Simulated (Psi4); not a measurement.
H4GeO4, singlet, geometry from GFN2-xTB; PBE0/def2-SVP run with Psi4.

The Psi4 input:
```
memory 2 GB

molecule mol {
0 1
O     0.445191    1.385714   -0.919279
Ge    0.000000    0.000000   -0.000000
O    -1.136015    0.325092    1.251902
O    -0.739328   -1.115158   -1.083185
O     1.430152   -0.595648    0.750562
H    -0.184877    1.665715   -1.580300
H    -0.778925    0.721116    2.044358
H    -1.255728   -1.808535   -0.677113
H     2.219530   -0.578296    0.213054
}

set {
  basis def2-svp
  reference rks
}

energy('pbe0')
print_variables()
```

Q: Write the output that Psi4 gives for this input, abridged.

A: 
```
   => Loading Basis Set <=

    Name: DEF2-SVP
    Role: ORBITAL
    Keyword: BASIS

         ---------------------------------------------------------
                                   SCF
               by Justin Turney, Rob Parrish, Andy Simmonett
                          and Daniel G. A. Smith
                              RKS Reference
         ---------------------------------------------------------

  ==> Geometry <==

    Molecular point group: c1
    Full point group: C1

    Geometry (in Angstrom), charge = 0, multiplicity = 1:

       Center              X                  Y                   Z               Mass
    ------------   -----------------  -----------------  -----------------  -----------------
         O            0.445191000000     1.385714000000    -0.919278992899    15.994914619570
         GE           0.000000000000    -0.000000000000     0.000000007101    73.921177761000
         O           -1.136015000000     0.325092000000     1.251902007101    15.994914619570
         O           -0.739328000000    -1.115158000000    -1.083184992899    15.994914619570
         O            1.430152000000    -0.595648000000     0.750562007101    15.994914619570
         H           -0.184877000000     1.665715000000    -1.580299992899     1.007825032230
         H           -0.778925000000     0.721116000000     2.044358007101     1.007825032230
         H           -1.255728000000    -1.808535000000    -0.677112992899     1.007825032230
         H            2.219530000000    -0.578296000000     0.213054007101     1.007825032230

  Running in c1 symmetry.

  Rotational constants: A =      0.12300  B =      0.12300  C =      0.11400 [cm^-1]
  Rotational constants: A =   3687.48212  B =   3687.48101  C =   3417.49372 [MHz]
  Nuclear repulsion =  450.800406832902638

  Charge       = 0
  Multiplicity = 1
  Electrons    = 68
  Nalpha       = 34
  Nbeta        = 34

  ==> Algorithm <==

  SCF Algorithm Type is DF.
  DIIS enabled.
  MOM disabled.
  Fractional occupation disabled.
  Guess Type is SAD.
  Energy threshold   = 1.00e-06
  Density threshold  = 1.00e-06
  Integral threshold = 1.00e-12

  ==> Primary Basis <==

  Basis Set: DEF2-SVP
    Blend: DEF2-SVP
    Number of shells: 48
    Number of basis functions: 108
    Number of Cartesian functions: 115
    Spherical Harmonics?: true
    Max angular momentum: 2

  ==> DFT Potential <==

   => LibXC <=

    Version 7.1.2
[...]
   @DF-RKS iter   3: -2379.32317314203692   -1.87120e+00   1.29705e-03 DIIS/ADIIS
   @DF-RKS iter   4: -2379.32375035847872   -5.77216e-04   1.22966e-03 DIIS/ADIIS
   @DF-RKS iter   5: -2379.32981506462465   -6.06471e-03   2.31628e-05 DIIS
   @DF-RKS iter   6: -2379.32981809166085   -3.02704e-06   4.59129e-06 DIIS
   @DF-RKS iter   7: -2379.32981820125724   -1.09596e-07   1.19842e-06 DIIS
   @DF-RKS iter   8: -2379.32981820849182   -7.23458e-09   2.25475e-07 DIIS
  Energy and wave function converged.

  ==> Post-Iterations <==

   Electrons on quadrature grid:
      Ntotal   =   67.9999056843 ; deviation = -9.432e-05

    Orbital Energies [Eh]
    ---------------------

    Doubly Occupied:

[...]
      34A     -0.324921

    Virtual:

[...]
    Final Occupation by Irrep:
              A
    DOCC [    34 ]
    NA   [    34 ]
    NB   [    34 ]

  @DF-RKS Final Energy: -2379.32981820849182

   => Energetics <=

    Nuclear Repulsion Energy =            450.8004068329026381
    One-Electron Energy =               -4210.6861007263432839
    Two-Electron Energy =                1467.1557654117159473
    DFT Exchange-Correlation Energy =     -86.5998897267674437
    Empirical Dispersion Energy =           0.0000000000000000
    VV10 Nonlocal Energy =                  0.0000000000000000
    Total Energy =                      -2379.3298182084918153

Computation Completed

Properties will be evaluated at   0.000000,   0.000000,   0.000000 [a0]

Properties computed using the SCF density matrix

 Multipole Moments:

 ------------------------------------------------------------------------------------
     Multipole            Electronic (a.u.)      Nuclear  (a.u.)        Total (a.u.)
 ------------------------------------------------------------------------------------

 L = 1.  Multiply by 2.5417464519 to convert [e a0] to [Debye]
 Dipole X            :         -0.0000004            0.0000000           -0.0000004
 Dipole Y            :          0.0000003           -0.0000000            0.0000003
 Dipole Z            :         -0.0000000           -0.0000010           -0.0000010
 Magnitude           :                                                    0.0000011

 ------------------------------------------------------------------------------------

  Variable Map:
  ----------------------------------------------------------------------------
[...]
  Array Variable Map:
  ----------------------------------------------------------------------------
[...]
[...]
```
